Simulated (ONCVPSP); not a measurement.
Sc (Z = 21), ONCV: configuration errors across variants

```
Element                 : scandium (Sc)
Generator               : ONCVPSP 4.0.1
Type                    : optimised norm-conserving Vanderbilt (ONCV)
Functional              : LDA (Perdew-Zunger)
Relativity              : scalar-relativistic
Frozen core             : [Ne] 3s2
Valence charge          : 9
Reference configuration : 3p6 3d1 4s1.75 4p0.25
Partial waves           : 4s: rc 2.40 bohr, ncon 4, nbas 7, qcut 3.3 1/bohr, 2 projectors, debl 2.6 Ha; 3p+4p: rc 2.20 bohr, ncon 5, nbas 10, qcut 5 1/bohr, 3 projectors, debl 1 Ha; 3d: rc 2.00 bohr, ncon 4, nbas 9, qcut 9.5 1/bohr, 3 projectors, debl 4 Ha
Local potential         : polynomial inside 1.95 bohr (lpopt 5, dvloc0 -1 Ha)
Core correction         : Teter function, fcfact 2.5, rcfact 1.65
```

All-electron excitation energies from the reference (eV): (1) 3p6 3d1 4s2 4p0 -0.697; (2) 3p6 3d1 4s1 4p0 6.370; (3) 3p6 3d1 4s0 4p0 19.331; (4) 3p6 3d0 4s2 4p0 7.912.

2 further variants failed, have other tests or too few solved ones, and are left out.

A true bound ghost makes a file unfit for plane-wave use even where its test errors are small: the radial tests pick states by their node count and pass the ghost by.

Errors AE − PS in meV (a dash: test not solved or not reliable):

| change | (1) | (2) | (3) | (4) | bound ghosts | GHOST(+) flags above zero |
| --- | --- | --- | --- | --- | --- | --- |
| base | -0.1 | -1.1 | +2.6 | -95 | s | none |
| p: debl 0.2 | -0.1 | -1.1 | +2.6 | -95 | s, p | none |
| d: rc 1.46; local potential polynomial inside 1.46 bohr (lpopt 5, dvloc0 -1 Ha) | -0.1 | -0.8 | +0.9 | -124 | s | none |

**Question.** Give the same row for: core correction none.

**Answer.** -0.1, -1.0, +2.9, -89; bound ghosts: s; GHOST(+) flags above zero: none.
